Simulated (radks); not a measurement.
Results of a calculation; reference values are marked as such.
Ionisation of Kr, [Kr], to Kr+, [Ar] 3d10 4s2 4p5, under several functionals. Dirac Kohn-Sham, spin-unpolarised, spherical densities, finite nucleus; open shells fill j = l - 1/2 first; a radial shooting solver on a logarithmic mesh with Libxc functionals.

| functional | E(Kr) (hartree) | Exc (hartree) | IE (eV) | -e(HOMO) (eV) | <r> HOMO (bohr) | IE error (eV) |
|---|---|---|---|---|---|---|
| Wu-Cohen GGA | -2789.91898 | -96.05515 | 14.057 | 9.033 | 1.958 | +0.057 |
| LDA (Slater exchange, Perdew-Wang correlation) | -2787.03323 | -93.11725 | 14.197 | 9.179 | 1.961 | +0.197 |
| XLYP | -2791.26281 | -97.40749 | 13.921 | 8.914 | 1.970 | -0.078 |
| B86b exchange with PBE correlation | -2790.91570 | -97.06495 | 14.076 | 9.057 | 1.961 | +0.076 |
| BP86 | -2791.16347 | -97.31509 | 14.156 | 9.140 | 1.960 | +0.156 |
| RPBE | -2790.70136 | -96.84878 | 14.029 | 9.012 | 1.962 | +0.029 |

NIST Atomic Spectra Database: 14.000 eV (measured). Closest: RPBE. The Delta-SCF values span 0.28 eV, the total energies 4.23 hartree. The highest occupied level is 4p3/2. Spin polarisation and multiplet splitting are left out, so open shells lie too high by an amount that depends on their filling.

Beside tabulated values, note that spin-unpolarised runs miss the spin-polarisation part of the exchange energy of open shells.
